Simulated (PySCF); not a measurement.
# Static response to an electric field

Compound: C₅H₁₀O₂Si.
Geometry (GFN2-xTB, Å), atoms numbered from 1 in this order:
```
atom  x, y, z in Å
C1     2.918    0.624   -0.412
C2     2.852   -0.171    0.640
O3     1.807   -0.940    0.994
Si4    0.303   -1.180    0.422
C5    -0.786    0.379    0.683
C6    -2.190    0.049    0.307
C7    -2.578    0.434   -1.101
O8    -2.952   -0.515    1.056
H9     2.095    0.718   -1.098
H10    3.804    1.194   -0.617
H11    3.677   -0.276    1.335
H12   -0.100   -2.283    1.275
H13    0.305   -1.495   -1.012
H14   -0.745    0.631    1.743
H15   -0.411    1.221    0.104
H16   -3.546    0.010   -1.354
H17   -1.825    0.085   -1.803
H18   -2.637    1.519   -1.173
```

Level: wB97X-D/def2-SVPD (PySCF), static field, nuclei fixed, core orbitals frozen in the response. The polarisability tensor in these axes (au):

```
x   105.62   4.47  -1.10
y     4.47  81.65  -9.36
z    -1.10  -9.36  85.44
```

What are the eigenvalues, a third of the trace, and Δα (Δα² = ½Σ(αi − αj)² over the three pairs)?

Principal values 73.76, 92.12 and 106.84 au; mean 90.91 au = 13.47 Å³ = 14.99 × 10⁻⁴⁰ C²·m²/J; Δα = 28.71 au (32 % of the mean).

What is the dipole moment, and where does it point?

(1.90, 1.76, -2.06) D, 3.31 D in size, pointing from the negative to the positive side. Measured along this direction, the outermost atoms are O8 at the negative end and H10 at the positive end.

What are the principal values of the traceless quadrupole moment, Θ = ½Σq(3rr − r²1), about the centre of nuclear charge?

-13.33, 3.90, 9.43 D·Å. The values depend on the origin, since the dipole doesn't vanish. The electronic extent ⟨r²⟩ about the same centre is 1595 bohr², a root-mean-square distance of 2.53 Å for the 70 electrons.

Along which axes do the principal values lie, and how far do the nuclei extend along each?

Largest value along (0.96, 0.23, -0.15), where the nuclei span 7.23 Å; middle along (0.26, -0.58, 0.77), 4.75 Å; least along (-0.09, 0.78, 0.62), 3.46 Å. The response follows the extents in order.

Rayleigh depolarisation ratio (linearly polarised light, static tensor)?

ρ = 3Δα²/(45ᾱ² + 4Δα²) = 2472.7/(371874 + 3297.0) = 0.00659.

One conformer (not necessarily the lowest) at the GFN2-xTB geometry, without solvent, vibrations or thermal averaging.
